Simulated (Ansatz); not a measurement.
CH6Cl2FNSi2 (`C[SiH](F)N[SiH](Cl)Cl`), relaxed with RKS PBE0-D4/def2-TZVP in the Gaussian-basis code of Ansatz from a GFN2-xTB geometry. The force threshold is 0.005 eV/Å; the program also tests the step.

Charge 0, multiplicity 1.

Start:

```xyz
13

C    -1.155    1.951    0.518
Si    0.310    0.925   -0.077
F     1.464    0.927    1.050
N    -0.180   -0.732   -0.218
Si    0.826   -2.132   -0.270
Cl   -0.406   -3.676   -0.662
Cl    2.189   -1.921   -1.726
H    -1.553    1.571    1.455
H    -0.853    2.980    0.684
H    -1.963    1.961   -0.205
H     0.984    1.400   -1.273
H    -1.172   -0.895   -0.265
H     1.509   -2.360    0.989
```

```json
{"step": "1", "energy (eV)": "-46132.5404", "largest force (eV/Å)": "1.148", "largest move (Å)": "0.000"}
{"step": "2", "energy (eV)": "-46132.6140", "largest force (eV/Å)": "0.326", "largest move (Å)": "0.061"}
{"step": "3", "energy (eV)": "-46132.6236", "largest force (eV/Å)": "0.151", "largest move (Å)": "0.024"}
{"step": "4", "energy (eV)": "-46132.6271", "largest force (eV/Å)": "0.088", "largest move (Å)": "0.076"}
{"step": "5", "energy (eV)": "-46132.6291", "largest force (eV/Å)": "0.083", "largest move (Å)": "0.040"}
{"step": "6", "energy (eV)": "-46132.6321", "largest force (eV/Å)": "0.090", "largest move (Å)": "0.090"}
{"step": "7", "energy (eV)": "-46132.6342", "largest force (eV/Å)": "0.357", "largest move (Å)": "0.167"}
{"step": "8", "energy (eV)": "-46132.6388", "largest force (eV/Å)": "0.270", "largest move (Å)": "0.021"}
{"step": "9", "energy (eV)": "-46132.6486", "largest force (eV/Å)": "0.085", "largest move (Å)": "0.179"}
{"step": "10", "energy (eV)": "-46132.6498", "largest force (eV/Å)": "0.071", "largest move (Å)": "0.021"}
{"step": "11", "energy (eV)": "-46132.6510", "largest force (eV/Å)": "0.425", "largest move (Å)": "0.195"}
{"step": "14", "energy (eV)": "-46132.6566", "largest force (eV/Å)": "0.035", "largest move (Å)": "0.068"}
{"step": "17", "energy (eV)": "-46132.6580", "largest force (eV/Å)": "0.017", "largest move (Å)": "0.030"}
{"step": "20", "energy (eV)": "-46132.6592", "largest force (eV/Å)": "0.077", "largest move (Å)": "0.022"}
{"step": "23 (rejected)", "energy (eV)": "-46132.6607", "largest force (eV/Å)": "0.087", "largest move (Å)": "0.086"}
{"step": "26", "energy (eV)": "-46132.6619", "largest force (eV/Å)": "0.063", "largest move (Å)": "0.028"}
{"step": "29 (rejected)", "energy (eV)": "-46132.6627", "largest force (eV/Å)": "0.257", "largest move (Å)": "0.141"}
{"step": "32", "energy (eV)": "-46132.6639", "largest force (eV/Å)": "0.146", "largest move (Å)": "0.018"}
{"step": "35", "energy (eV)": "-46132.6650", "largest force (eV/Å)": "0.129", "largest move (Å)": "0.107"}
{"step": "38", "energy (eV)": "-46132.6657", "largest force (eV/Å)": "0.014", "largest move (Å)": "0.044"}
{"step": "41", "energy (eV)": "-46132.6658", "largest force (eV/Å)": "0.029", "largest move (Å)": "0.041"}
{"step": "44", "energy (eV)": "-46132.6659", "largest force (eV/Å)": "0.008", "largest move (Å)": "0.004"}
{"step": "47", "energy (eV)": "-46132.6659", "largest force (eV/Å)": "0.004", "largest move (Å)": "0.005"}
```

End:

```xyz
13

C    -1.229    1.864    0.355
Si    0.312    0.924   -0.048
F     1.522    1.631    0.725
N     0.170   -0.720    0.453
Si    0.720   -2.137   -0.314
Cl   -0.486   -2.691   -1.875
Cl    2.584   -1.833   -1.084
H    -1.453    1.811    1.424
H    -1.120    2.917    0.089
H    -2.082    1.457   -0.194
H     0.659    0.918   -1.485
H    -0.341   -0.887    1.310
H     0.744   -3.254    0.645
```

Hardware: 2 threads of an AMD EPYC 7R13 on a shared host and a share of an NVIDIA H100 80 GB. Wall time 2.6 min, peak host memory 0.95 GiB.
